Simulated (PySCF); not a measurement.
Correlation energy of Co (cobalt, neutral)

[Ar] 3d9, 2D determinant (an excited configuration). Computed with PySCF 2.14 in ANO-RCC-VTZP, with scalar relativity by spin-free X2C-1e. Frozen: [Ne]; 17 electrons correlated.

```csv
level,correlation energy (mhartree)
CCSD,-633.16
(T),-19.60
CCSD(T),-652.76
```

Diagnostics: T1 = 0.029, D1 = 0.0723, largest double amplitude 0.037.

Problem. Is a single reference adequate?

Solution. Yes: T1 lies below 0.03 and no double amplitude reaches 0.07.
